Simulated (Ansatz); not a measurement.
Ansatz (a quantum-chemistry and plane-wave program) job for In(F)(Br)(OH) (BrFHInO), SMILES [OH][In]([F])[Br], B3LYP-D3(BJ)/def2-SVP. 

Ansatz 0.2 input:
```yaml
crystal:
  periodic: [false, false, false]
  atoms:
    - {symbol: In, position_ang: [-0.01136517, -0.63453250, -0.00000000]}
    - {symbol: F, position_ang: [1.64731138, -1.69729792, 0.00000000]}
    - {symbol: Br, position_ang: [-0.01682443, 1.81566789, 0.00000000]}
    - {symbol: O, position_ang: [-1.55208888, -1.80721549, 0.00000000]}
    - {symbol: H, position_ang: [-1.26334282, -2.72287869, -0.00000000]}
basis:
  gaussian:
    orbitals: def2-SVP
hamiltonian:
  xc: b3lyp
  dispersion: d3bj
relax: {f_tol: 0.002, max_steps: 200}
```

Output:

```
WARN ansatz: RAYON_NUM_THREADS=1 ignored (pool sized by the plan → 1); use --threads N
Functional definition: B3LYP
integrals: 0.04 GiB planned
1025 factors; integrals over basis functions are off by at most 2.4e-4 eV
mean field: 0.44 GiB planned
mean field evaluation 1: about -79984.3408 eV, gradient 6.8e1 eV
mean field evaluation 2: about -79924.3452 eV, gradient 1.7e2 eV
mean field evaluation 4: about -79992.0907 eV, gradient 1.9e1 eV
mean field evaluation 8: about -79992.6888 eV, gradient 2.8e-1 eV
mean field evaluation 16: about -79992.6890 eV, gradient 2.6e-5 eV
mean field -79992.68901531 eV, -2939.6771003205 hartree, gradient 2.6e-5 eV, S^2 0.000000; 0 other end points of the search recorded, 0 dependent functions left out
the calculation of the forces begins
reference -79992.68926744 eV, -2939.6771095863 hartree; 37, 37 occupied and 54, 54 virtual orbitals, 1025 factors
relax step   1: F+E_penalty+E_count = -79992.85769469 eV  Δ(F+E_penalty+E_count) = +0.000e0 eV  max|allowed force component| = 1.161e0 eV/Å  Δτ_max = 0.0000 Å  (29 SCF iters, accepted)
these checks for a lower state are left out or cut short: starts, cluster_reference, orbital_swaps, neighbouring_geometries, increment
integrals: 0.04 GiB planned
1025 factors; integrals over basis functions are off by at most 2.3e-4 eV
mean field: 0.44 GiB planned
mean field -79992.73723473 eV, -2939.6788723516 hartree, gradient 7.4e-6 eV, S^2 0.000000; 0 other end points of the search recorded, 0 dependent functions left out
the calculation of the forces begins
reference -79992.73748796 eV, -2939.6788816578 hartree; 37, 37 occupied and 54, 54 virtual orbitals, 1025 factors
relax step   2: F+E_penalty+E_count = -79992.90460743 eV  Δ(F+E_penalty+E_count) = -4.691e-2 eV  max|allowed force component| = 1.966e-1 eV/Å  Δτ_max = 0.0849 Å  (33 SCF iters, accepted)
these checks for a lower state are left out or cut short: starts, cluster_reference, orbital_swaps, neighbouring_geometries, increment
integrals: 0.04 GiB planned
1025 factors; integrals over basis functions are off by at most 2.3e-4 eV
mean field: 0.44 GiB planned
mean field evaluation 32: about -79992.7418 eV, gradient 2.6e-5 eV
mean field -79992.74180545 eV, -2939.6790403223 hartree, gradient 2.6e-5 eV, S^2 0.000000; 0 other end points of the search recorded, 0 dependent functions left out
the calculation of the forces begins
reference -79992.74205918 eV, -2939.6790496468 hartree; 37, 37 occupied and 54, 54 virtual orbitals, 1025 factors
relax step   3: F+E_penalty+E_count = -79992.90945014 eV  Δ(F+E_penalty+E_count) = -4.843e-3 eV  max|allowed force component| = 1.155e-1 eV/Å  Δτ_max = 0.0510 Å  (32 SCF iters, accepted)
these checks for a lower state are left out or cut short: starts, cluster_reference, orbital_swaps, neighbouring_geometries, increment
integrals: 0.04 GiB planned
1025 factors; integrals over basis functions are off by at most 2.3e-4 eV
mean field: 0.44 GiB planned
mean field -79992.74232732 eV, -2939.6790595007 hartree, gradient 2.5e-5 eV, S^2 0.000000; 0 other end points of the search recorded, 0 dependent functions left out
the calculation of the forces begins
reference -79992.74258116 eV, -2939.6790688292 hartree; 37, 37 occupied and 54, 54 virtual orbitals, 1025 factors
relax step   4: F+E_penalty+E_count = -79992.90995289 eV  Δ(F+E_penalty+E_count) = -5.027e-4 eV  max|allowed force component| = 3.387e-2 eV/Å  Δτ_max = 0.0107 Å  (32 SCF iters, accepted)
these checks for a lower state are left out or cut short: starts, cluster_reference, orbital_swaps, neighbouring_geometries, increment
integrals: 0.04 GiB planned
1025 factors; integrals over basis functions are off by at most 2.3e-4 eV
mean field: 0.44 GiB planned
mean field -79992.74238014 eV, -2939.6790614420 hartree, gradient 2.4e-5 eV, S^2 0.000000; 0 other end points of the search recorded, 0 dependent functions left out
the calculation of the forces begins
reference -79992.74263401 eV, -2939.6790707714 hartree; 37, 37 occupied and 54, 54 virtual orbitals, 1025 factors
relax step   5: F+E_penalty+E_count = -79992.91002685 eV  Δ(F+E_penalty+E_count) = -7.396e-5 eV  max|allowed force component| = 1.916e-2 eV/Å  Δτ_max = 0.0073 Å  (26 SCF iters, accepted)
these checks for a lower state are left out or cut short: starts, cluster_reference, orbital_swaps, neighbouring_geometries, increment
integrals: 0.04 GiB planned
1025 factors; integrals over basis functions are off by at most 2.3e-4 eV
mean field: 0.44 GiB planned
mean field -79992.74237744 eV, -2939.6790613428 hartree, gradient 1.9e-5 eV, S^2 0.000000; 0 other end points of the search recorded, 0 dependent functions left out
the calculation of the forces begins
reference -79992.74263128 eV, -2939.6790706710 hartree; 37, 37 occupied and 54, 54 virtual orbitals, 1025 factors
relax step   6: F+E_penalty+E_count = -79992.91004517 eV  Δ(F+E_penalty+E_count) = -1.832e-5 eV  max|allowed force component| = 1.480e-3 eV/Å  Δτ_max = 0.0039 Å  (25 SCF iters, accepted)
integrals: 0.04 GiB planned
1025 factors; integrals over basis functions are off by at most 2.3e-4 eV
mean field: 0.44 GiB planned
mean field evaluation 64: about -79992.7157 eV, gradient 1.5e0 eV
mean field -79992.74237744 eV, -2939.6790613428 hartree, gradient 1.9e-5 eV, S^2 0.000000; 1 other end points of the search recorded, 0 dependent functions left out
the calculation of the forces begins
reference -79992.74263128 eV, -2939.6790706710 hartree; 37, 37 occupied and 54, 54 virtual orbitals, 1025 factors
Total energy: -79992.91029901 eV, -2939.6852323465 hartree
Atom 0 at     0.028628    -0.677890     0.000000 Å, force    -0.001108    -0.000865    -0.000000 eV/Å
Atom 1 at     1.761708    -1.597784    -0.000000 Å, force     0.000127     0.000481     0.000000 eV/Å
Atom 2 at    -0.006310     1.785872     0.000000 Å, force     0.000651     0.000298     0.000000 eV/Å
Atom 3 at    -1.610508    -1.808443    -0.000000 Å, force     0.000249    -0.001394     0.000000 eV/Å
Atom 4 at    -1.369828    -2.748012     0.000000 Å, force     0.000081     0.001480    -0.000000 eV/Å
Dipole moment:    -0.161755    -0.160926    -0.000000 e Å
```

The run converged.

Cost: roughly 40 core-seconds.
